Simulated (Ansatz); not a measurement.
Basis-set extrapolation for CH8OSSi2 (`[SiH3]OC([SiH3])S`) (PBE0-D4/def2-TZVP geometry, frozen core, Ansatz 0.2.0). Multiplicity 1, RHF reference.

```json
{"": "HF", "def2-TZVPP": "-1092.884144", "def2-QZVPP": "-1092.919385"}
{"": "MP2 correlation", "def2-TZVPP": "-0.841827", "def2-QZVPP": "-0.906607"}
{"": "CCSD(T) correlation", "def2-TZVPP": "-0.943696", "def2-QZVPP": "not run"}
```

Energies in hartree. Use E(X) = E(∞) + A·exp(−7.88·√X) for Hartree–Fock and E(X) = E(∞) + B·X^(−2.97) for correlation, with X = 3 and 4, and add CCSD(T) minus MP2 of the smaller set to the MP2 limit.

Question: What is the CCSD(T) energy at the basis-set limit?

Answer: HF limit: -1092.919385 + (-0.035241) × 0.13774 = -1092.92424. MP2 limit: -0.906607 + (-0.064780) × 0.74074 = -0.95459. Higher-order term: -0.943696 − (-0.841827) = -0.10187. Total: -1093.98070 hartree, 4.16 eV below CCSD(T)/def2-TZVPP.
